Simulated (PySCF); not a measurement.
**Polarisability and C₆ of Mn⁺ (manganese, charge +1)**

[Ar] 3d5 4s1, high-spin 7S determinant. Calculation: PySCF 2.14, in aug-cc-pVTZ-DK (8s7p5d3f2g, 93 functions); scalar relativity by spin-free X2C-1e. Coupled (time-dependent) response in atomic units; α is the mean over directions.

| method | mean α (bohr³) | C₆ (like pair) | S(−4) |
| --- | --- | --- | --- |
| HSE06 | 28.77 | 149.5 | 676.9 |

S(−4) is the Cauchy moment in α(ω) = α(0) + S(−4) ω² + …

α(iu) at HSE06:

```csv
u (hartree),α(iu) (bohr³)
0,28.77
0.0500,27.19
0.100,23.46
0.200,15.77
0.300,10.86
0.500,6.255
0.750,3.993
1.00,2.910
1.50,1.844
2.00,1.309
3.00,0.7726
5.00,0.3648
```

A single London oscillator, α(iu) = α/(1 + u²/ω²), gives C₆ = (3/4) ω α². Matching the computed C₆ needs ω = 4 × 149.5 / (3 × 28.77²) = 0.241 hartree.

For an ion, C₆ is the dispersion term alone; charge-induced terms of lower order in 1/R come first.
